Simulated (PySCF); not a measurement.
A geometry optimisation on `c1cc(SC)ccc1SC` (1,4-bis(methylsulfanyl)benzene).

Method: PBE0-D3(BJ)/def2-SVP geometry optimisation, gas phase (PySCF 2.14.0). Start geometry: GFN2-xTB. A driver script takes a list of jobs; this job's settings line and coordinates (Å) are shown.

Input:
```
{"job": {"xc": "PBE0", "basis": "def2-SVP", "d3": "d3bj", "grid": 2, "kind": "geom"}, "charge": 0, "multiplicity": 1}
C     -4.049629     0.019982    -0.146546
S     -2.876262    -1.111494    -0.945982
C     -1.290651    -0.455431    -0.522570
C     -1.094539     0.650461     0.294826
C      0.186810     1.083787     0.567288
C      1.291591     0.426030     0.035569
S      2.875058     1.083361     0.463239
C      4.047912     0.015831    -0.418675
C      1.095722    -0.680431    -0.781036
C     -0.185900    -1.112977    -1.054869
H     -3.934657    -0.022370     0.932852
H     -5.035405    -0.339692    -0.425072
H     -3.906441     1.029254    -0.521389
H     -1.926578     1.185142     0.723542
H      0.342182     1.942945     1.202009
H      3.984179    -1.000613    -0.040939
H      5.030128     0.426868    -0.206894
H      3.854840     0.055362    -1.486619
H      1.928249    -1.213997    -1.210188
H     -0.341758    -1.971339    -1.690673
```

Output:
```
step   0  E = -1106.14915175  max force = 0.014629
step   1  E = -1106.15160353  max force = 0.002669
step   2  E = -1106.15164491  max force = 0.000979
step   3  E = -1106.15165061  max force = 0.000969
step   4  E = -1106.15166137  max force = 0.000350
optimisation converged
```

Energies in Eh; «max force» is the largest Cartesian gradient component in Eh/bohr.

Question: How much energy does the optimisation release, in kcal/mol?

Answer: E(step 0) − E(last step) = 0.002510 Eh, which is 1.6 kcal/mol.

Question: Give the first gradient maximum in eV/Å.

Answer: With 1 Eh/bohr = 51.422 eV/Å, 0.752 eV/Å.

Main results: final energy -1106.15166 Eh after 4 steps; dipole 0.05 D.

Question: Where do the atoms end?

Answer: 0.026 Å rms from the input after alignment:
```
atom  x, y, z in Å
C1    -4.0336   -0.0014   -0.1222
S2    -2.8989   -1.1237   -0.9484
C3    -1.3153   -0.4732   -0.5283
C4    -1.0981    0.6415    0.2914
C5     0.1942    1.0755    0.5643
C6     1.3099    0.4155    0.0333
S7     2.8960    1.0595    0.4533
C8     4.0243   -0.0288   -0.4255
C9     1.0925   -0.6999   -0.7852
C10   -0.1998   -1.1330   -1.0596
H11   -3.9133   -0.0266    0.9711
H12   -5.0407   -0.3616   -0.3725
H13   -3.9279    1.0303   -0.4890
H14   -1.9356    1.1865    0.7284
H15    0.3393    1.9487    1.2059
H16    3.9491   -1.0685   -0.0739
H17    5.0323    0.3457   -0.2010
H18    3.8684    0.0129   -1.5137
H19    1.9301   -1.2462   -1.2205
H20   -0.3449   -2.0052   -1.7025
```

On one thread of an AMD EPYC 9R45, shared host with 96 logical CPUs at a one-minute load of 19, this took 56 s wall and 0.95 GiB of memory at its peak.
Labels such as C1 count atoms from 1, the log's own numbers from 0.
